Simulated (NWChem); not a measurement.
System: BSiH₄OCl; SMILES [SiH3]OBCl

Input file for NWChem:

```
start job
memory heap 200 mb stack 900 mb global 1100 mb
geometry units angstroms noautosym nocenter noautoz
  B     -0.982088    -0.705295    -0.001591
  Cl     0.517320    -1.680351     0.044327
  H     -2.018587    -1.288248    -0.017927
  O     -0.941310     0.632645    -0.017118
  Si     0.283671     1.793986    -0.004898
  H     -0.404477     3.104181    -0.034349
  H      1.141252     1.639284    -1.204480
  H      1.090735     1.667468     1.232420
end
basis spherical
  * library 6-31g*
end
dft
  xc hfexch
  iterations 150
  mulliken
end
task dft energy
esp
  recalculate
  probe 0.07
  range 0.3
  factor 1.0
  spacing 0.02
end
task esp
```

Parts of the log:

```
             Northwest Computational Chemistry Package (NWChem) 7.3.0
             --------------------------------------------------------

                             Geometry "geometry" -> ""
                             -------------------------

 Output coordinates in angstroms (scale by  1.889725989 to convert to a.u.)

  No.       Tag          Charge          X              Y              Z
 ---- ---------------- ---------- -------------- -------------- --------------
    1 B                    5.0000    -0.98208800    -0.70529500    -0.00159100
    2 Cl                  17.0000     0.51732000    -1.68035100     0.04432700
    3 H                    1.0000    -2.01858700    -1.28824800    -0.01792700
    4 O                    8.0000    -0.94131000     0.63264500    -0.01711800
    5 Si                  14.0000     0.28367100     1.79398600    -0.00489800
    6 H                    1.0000    -0.40447700     3.10418100    -0.03434900
    7 H                    1.0000     1.14125200     1.63928400    -1.20448000
    8 H                    1.0000     1.09073500     1.66746800     1.23242000

 Effective nuclear repulsion energy (a.u.)     191.3649815557

  xc_inp: hfexch multiplicative factor not found.

                                 NWChem DFT Module
                                 -----------------

 Summary of "ao basis" -> "ao basis" (spherical)
 ------------------------------------------------------------------------------
       Tag                 Description            Shells   Functions and Types
 ---------------- ------------------------------  ------  ---------------------
 B                           6-31g*                  6       14   3s2p1d
 Cl                          6-31g*                  8       18   4s3p1d
 H                           6-31g*                  2        2   2s
 O                           6-31g*                  6       14   3s2p1d
 Si                          6-31g*                  8       18   4s3p1d

            General Information
            -------------------
          SCF calculation type: DFT
          Wavefunction type:  closed shell.
          No. of atoms     :     8
          No. of electrons :    48
           Alpha electrons :    24
            Beta electrons :    24
          Charge           :     0
          Spin multiplicity:     1
          Use of symmetry is: off; symmetry adaption is: off
          Maximum number of iterations: 150
          AO basis - number of functions:    72
                     number of shells:    36
          Convergence on energy requested:  1.00D-06
          Convergence on density requested:  1.00D-05
          Convergence on gradient requested:  5.00D-04

              XC Information
              --------------
                     Hartree-Fock (Exact) Exchange  1.000

      Superposition of Atomic Density Guess
      -------------------------------------

 Sum of atomic energies:        -849.54126112

      Non-variational initial energy
      ------------------------------

 Total energy =    -850.828973
 1-e energy   =   -1554.010915
 2-e energy   =     511.816960
 HOMO         =      -0.394425
 LUMO         =       0.049832

     ---------------------------------------------
      Total Density - Mulliken Population Analysis
     ---------------------------------------------

    Atom       Charge   Shell Charges
 -----------   ------   -------------------------------------------------------
    1 B    5     4.35   2.00  0.58  0.98  0.43  0.27  0.09
    2 Cl  17    17.34   2.00  2.00  5.98  1.38  3.70  0.55  1.72  0.01
    3 H    1     1.00   0.49  0.51
    4 O    8     8.81   2.00  0.93  3.15  0.86  1.86  0.01
    5 Si  14    13.28   2.00  2.00  5.97  0.93  1.51  0.30  0.42  0.16
    6 H    1     1.07   0.48  0.59
    7 H    1     1.07   0.48  0.59
    8 H    1     1.07   0.48  0.59

   convergence    iter        energy       DeltaE   RMS-Dens  Diis-err
 ---------------- ----- ----------------- --------- --------- ---------
 d= 0,ls=0.0,diis     1   -850.3276682440 -1.04D+03  8.11D-03  4.88D-01
 d= 0,ls=0.0,diis     2   -850.3834588524 -5.58D-02  2.83D-03  1.40D-01
 d= 0,ls=0.0,diis     3   -850.3976103741 -1.42D-02  1.11D-03  6.05D-03
 d= 0,ls=0.0,diis     4   -850.3986463635 -1.04D-03  3.29D-04  3.45D-04
 d= 0,ls=0.0,diis     5   -850.3987146818 -6.83D-05  1.08D-04  1.58D-05
  Resetting Diis
 d= 0,ls=0.0,diis     6   -850.3987198532 -5.17D-06  3.41D-05  1.30D-06
 d= 0,ls=0.0,diis     7   -850.3987203545 -5.01D-07  6.21D-06  1.05D-07

         Total DFT energy =     -850.398720354523
      One electron energy =    -1556.140332660883
           Coulomb energy =      575.998873964012
    Exchange-Corr. energy =      -61.622243213311
 Nuclear repulsion energy =      191.364981555658

 Numeric. integr. density =        0.000000000000

                       DFT Final Molecular Orbital Analysis
                       ------------------------------------

 Vector   22  Occ=2.000000D+00  E=-4.743286D-01
              MO Center= -1.6D-01,  5.3D-01,  2.4D-03, r^2= 4.8D+00
   Bfn.  Coefficient  Atom+Function         Bfn.  Coefficient  Atom+Function
  ----- ------------  ---------------      ----- ------------  ---------------
    22      0.370511  2 Cl py                37     -0.328902  4 O  px
    41     -0.268514  4 O  px                68     -0.231656  6 H  s
    55      0.206917  5 Si px                26      0.191975  2 Cl py
    67     -0.164464  6 H  s                 18     -0.143524  2 Cl py
    38      0.138245  4 O  py                72      0.133306  8 H  s

 Vector   23  Occ=2.000000D+00  E=-4.675764D-01
              MO Center=  3.6D-01, -1.0D+00,  3.2D-02, r^2= 2.9D+00
   Bfn.  Coefficient  Atom+Function         Bfn.  Coefficient  Atom+Function
  ----- ------------  ---------------      ----- ------------  ---------------
    23      0.625891  2 Cl pz                27      0.363350  2 Cl pz
    19     -0.242962  2 Cl pz                39     -0.228876  4 O  pz
    43     -0.203510  4 O  pz                70     -0.121196  7 H  s
    72      0.120784  8 H  s                 57      0.103548  5 Si pz
    69     -0.078917  7 H  s                 71      0.078578  8 H  s

 Vector   24  Occ=2.000000D+00  E=-4.538719D-01
              MO Center=  1.5D-01, -1.4D+00,  3.3D-02, r^2= 2.5D+00
   Bfn.  Coefficient  Atom+Function         Bfn.  Coefficient  Atom+Function
  ----- ------------  ---------------      ----- ------------  ---------------
    21      0.468488  2 Cl px                22      0.456242  2 Cl py
    26      0.268305  2 Cl py                25      0.255616  2 Cl px
    34      0.206048  3 H  s                 17     -0.180836  2 Cl px
    18     -0.175878  2 Cl py                33      0.142083  3 H  s
     3     -0.141023  1 B  px                55     -0.091148  5 Si px

 Vector   25  Occ=0.000000D+00  E= 1.270497D-01
              MO Center=  5.3D-01,  2.1D+00, -4.1D-03, r^2= 4.3D+00
   Bfn.  Coefficient  Atom+Function         Bfn.  Coefficient  Atom+Function
  ----- ------------  ---------------      ----- ------------  ---------------
    60      0.964410  5 Si py                59      0.899815  5 Si px
    40      0.505951  4 O  s                 68     -0.280327  6 H  s
    70     -0.264609  7 H  s                 72     -0.263708  8 H  s
    34      0.208024  3 H  s                  7      0.206113  1 B  px
    42      0.190552  4 O  py                 6      0.188413  1 B  s

 Vector   26  Occ=0.000000D+00  E= 1.319107D-01
              MO Center= -8.5D-01, -5.4D-01, -5.3D-04, r^2= 3.1D+00
   Bfn.  Coefficient  Atom+Function         Bfn.  Coefficient  Atom+Function
  ----- ------------  ---------------      ----- ------------  ---------------
     9      0.813483  1 B  pz                 5      0.398179  1 B  pz
    61     -0.387450  5 Si pz                70     -0.291866  7 H  s
    72      0.292082  8 H  s                 43     -0.275903  4 O  pz
    27     -0.274113  2 Cl pz                23     -0.195436  2 Cl pz
    39     -0.172009  4 O  pz                57     -0.128623  5 Si pz

[...]

                     NWChem Electrostatic Potential Fit Module
                     -----------------------------------------

 Atom parameters

 Number of atoms is                                    8
 Number of basis functions is                         72

 Grid parameters

 Maximum number of grid points is                  38388
 Number of grid points is                          38387
 Grid range                                     0.300000 nm
 Grid spacing                                   0.020000 nm
 Probe radius                                   0.070000 nm
 Atom radius factor                             1.000000

 Atomic radii

    1    0.100000
    5    0.158000
    8    0.136000
   14    0.187000
   17    0.169000
 FASTESP  F
  using M.O. file = ./job.movecs

    Atom              Coordinates                           Charge

                                                  ESP

    1 B    -0.098209   -0.070530   -0.000159    0.705218
    2 Cl    0.051732   -0.168035    0.004433   -0.310407
    3 H    -0.201859   -0.128825   -0.001793   -0.171120
    4 O    -0.094131    0.063265   -0.001712   -0.563211
    5 Si    0.028367    0.179399   -0.000490    0.798823
    6 H    -0.040448    0.310418   -0.003435   -0.152498
    7 H     0.114125    0.163928   -0.120448   -0.153297
    8 H     0.109074    0.166747    0.123242   -0.153508
                                            ------------
                                                0.000000

 Dipole moment                                  0.646810

 Quadrupole moment Qxx                         -1.237453
                   Qyy                         -2.930547
                   Qzz                          4.168000

 RMS deviation kJ/mol                           0.068267

 RRMS %                                        41.891688
```

Level: Hartree-Fock/6-31G* (spherical d). All runs use the structure optimised with B3LYP/6-31G* (spherical d).
